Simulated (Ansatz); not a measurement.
The cluster GeSb₂⁻. Charge -1, multiplicity 2. Geometry PBE-D4/def2-TZVP, that of the neutral singlet; atoms count from 1.

```xyz
3

Sb   -0.376   -1.068    1.051
Sb    0.803   -0.371   -1.266
Ge   -0.427    1.439    0.215
```

In the def2 sets Sb takes a core potential; there is no spin–orbit coupling. The structure comes from a short search, and lower isomers may exist.

Question: Estimate the Mulliken populations from the PBE0/def2-TZVPD orbitals of Ansatz.

Answer: 
| atom | charge (e) | spin (α − β) |
| --- | --- | --- |
| Sb1 | -0.37 | 0.63 |
| Sb2 | -0.37 | 0.63 |
| Ge3 | -0.27 | -0.27 |
Mulliken values depend strongly on the basis. With diffuse functions, as here, like atoms can get unlike values, and bond orders can come out too low or too high.

Question: Where does the spin sit?

Answer: Summed by element: Sb 1.27, Ge -0.27, of 1 unpaired in all. Largest on single atoms: Sb1 0.63, Sb2 0.63, Ge3 -0.27.

Question: And the Mayer bond orders between heavy atoms (over 0.3)?

Answer: Sb1–Sb2 1.26 (2.69 Å); Sb1–Ge3 1.29 (2.64 Å); Sb2–Ge3 1.29 (2.64 Å).
